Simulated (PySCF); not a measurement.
**Removing the step error of a finite difference**

System: C₃H₉BFN, singlet, geometry from GFN2-xTB, atoms displaced at random by about 0.08 Å a coordinate. Level: PySCF with HF/STO-3G, gradient. Sums are taken with unrounded values, so a last digit can differ.

Central differences of the energy along y of atom 15 gave a gradient component of 0.136567 Eh/bohr at step 0.05 and 0.135608 Eh/bohr at step 0.2 (atomic units).

### Question
Extrapolate to zero step.

### Answer
The leading error of a symmetric difference goes as h², so A(h) = A0 + c h². Then c = (0.135608 - (0.136567))/(0.2² - 0.05²) = -0.0256 (atomic units) and A0 = 0.136567 - c × 0.05² = 0.136631 Eh/bohr. The analytic value from the same program and level is 0.136627 Eh/bohr: the smaller step missed it by -0.000060, the extrapolation by 0.000004.
